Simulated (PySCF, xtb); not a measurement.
Si(Cl)(Me) (CH3ClSi), SMILES C[Si]Cl (connectivity only; charge and spin as stated), neutral, multiplicity 1.

Coordinates come from a B3LYP-D3(BJ)/def2-TZVP optimisation.

Level of theory: C-PCM-ωB97X/def2-SVP in PySCF.

The values are the electrostatic part of the solvation free energy, E(continuum) − E(gas) at the gas-phase geometry, in a cavity of scaled van der Waals radii (PySCF's table); cavitation and dispersion terms are not included. In vacuum the orbital gap is 8.54 eV. The dipole moment in vacuum is 1.86 D.

Problem. Estimate the values in water (ε = 78.36), chlorobenzene (ε = 5.70), diethylether (ε = 4.24). (The exact figures need the calculation; the answer reports its results.)

Solution. 
```json
[
 {"solvent": "water", "ε": "78.36", "ΔG(elec) (kcal/mol)": "-2.7", "dipole (D)": "2.47", "gap (eV)": "8.68"},
 {"solvent": "chlorobenzene", "ε": "5.70", "ΔG(elec) (kcal/mol)": "-2.2", "dipole (D)": "2.34", "gap (eV)": "8.65"},
 {"solvent": "diethylether", "ε": "4.24", "ΔG(elec) (kcal/mol)": "-2.0", "dipole (D)": "2.30", "gap (eV)": "8.65"}
]
```

For comparison, GFN2-xTB/ALPB(water) (xtb, at the GFN2-xTB geometry, all terms of that model) gives -0.6 kcal/mol.
